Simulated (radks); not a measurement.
All-electron atom: Pm29+ in [Ar] 3d10 4s2 4p2.

Calculated with a radial shooting solver on a logarithmic mesh with Libxc functionals: scalar-relativistic Kohn-Sham, LDA (Slater exchange, Perdew-Zunger correlation), spin-polarised, spherical densities, point nucleus; open shells are filled with parallel spins first (spin-orbit coupling, left out, can overturn this in heavy ions).

Energy parts (hartree):
| part | energy |
|---|---|
| total | -9581.3302 |
| kinetic | 10245.2752 |
| electron-nucleus | -22023.9377 |
| Hartree | 2381.5403 |
| exchange-correlation | -184.2080 |

Orbitals (lengths in bohr, moments of r in powers of bohr):
orbital  occ.  eigenvalue (hartree)      <r^4>  <1/r>
1s up       1             -1691.262  1.420e-06  67.38
1s down     1             -1691.209  1.420e-06  67.38
2s up       1             -306.4369  0.0002283  15.61
2s down     1             -306.4030  0.0002283  15.61
2p up       3             -277.9209  0.0001682  14.68
2p down     3             -277.8746  0.0001682  14.68
3s up       1             -94.30610   0.008560  5.773
3s down     1             -94.24984   0.008535  5.775
3p up       3             -85.33617   0.008774  5.462
3p down     3             -85.27479   0.008743  5.465
3d up       5             -73.27066   0.006813  5.197
3d down     5             -73.21390   0.006780  5.199
4s up       1             -42.91606     0.1366  2.737
4s down     1             -42.65495     0.1368  2.739
4p up       2             -39.58221     0.1539  2.599
4p down     0             -39.32230     0.1544  2.600

The highest occupied level is 4p up at -1077.1 eV. Summed over all electrons, <r^2> = 2.595 bohr^2, which gives a Langevin (diamagnetic) susceptibility term of -2.06 x 10^-6 cm^3/mol.
